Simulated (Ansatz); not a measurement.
```yaml
crystal:
  periodic: [false, false, false]
  atoms:
    - {symbol: C, position_ang: [-1.642194, 0.162661, 0.008633]}
    - {symbol: C, position_ang: [-0.470869, -0.732861, 0.130311]}
    - {symbol: C, position_ang: [0.307683, -0.555586, 1.435554]}
    - {symbol: N, position_ang: [0.459575, -0.563478, -0.958429]}
    - {symbol: In, position_ang: [1.589833, 0.989890, -1.282222]}
    - {symbol: Cl, position_ang: [2.365174, 2.517833, 0.375848]}
    - {symbol: Cl, position_ang: [2.601169, 1.365155, -3.408057]}
    - {symbol: H, position_ang: [-2.362568, -0.075827, 0.820185]}
    - {symbol: H, position_ang: [-1.338659, 1.176101, 0.171593]}
    - {symbol: H, position_ang: [-2.164352, 0.075453, -0.887691]}
    - {symbol: H, position_ang: [-0.784448, -1.855997, 0.072243]}
    - {symbol: H, position_ang: [-0.371695, -0.785766, 2.292875]}
    - {symbol: H, position_ang: [1.062545, -1.289389, 1.497558]}
    - {symbol: H, position_ang: [0.596844, 0.448532, 1.595515]}
    - {symbol: H, position_ang: [0.069607, -0.928684, -1.822979]}
basis:
  gaussian: {orbitals: def2-mTZVPP, fitting: {mean_field: cc-pVTZ-jkfit}}
hamiltonian: {xc: {name: CAM-B3LYP}, dispersion: d3bjatm}
scf: {lower_state_search: off}
```

```sh
$ ansatz run in.yaml --threads 2 --pin off --events-out ev --progress --plain --max-ram 32768MiB --backend cpu
```

How does Ansatz answer? (Best estimate.)

The calculation gave: The input was rejected before any iteration.
```
Functional definition: CAM-B3LYP
Error: <dir> the basis set cc-pVTZ-JKFIT has no functions for In
```
